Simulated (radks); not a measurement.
Task: The mean radii <r> (bohr) of the occupied orbitals of an atom or ion are listed with their occupations. Calculated with a radial shooting solver on a logarithmic mesh with Libxc functionals: Dirac Kohn-Sham, BLYP, spin-unpolarised, spherical densities, point nucleus.

orbital  occ.      <r>
1s1/2       2  0.05212
2s1/2       2   0.2328
2p1/2       2   0.2019
2p3/2       4   0.2051
3s1/2       2   0.6038
3p1/2       2   0.5930

Name the element and its charge. Open shells, if any, fill j = l - 1/2 first.

Result: Z = 29, copper, charge +15: Cu15+ in [Ne] 3s2 3p2. The 1s radius gives Z: for a bare nucleus <r> = (2 gamma + 1)/(2Z) with gamma = sqrt(1 - (Z/c)^2), 0.05094 bohr for Z = 29, and screening makes it slightly larger (0.05212 here). The occupations add up to 14, and the charge is Z minus that.
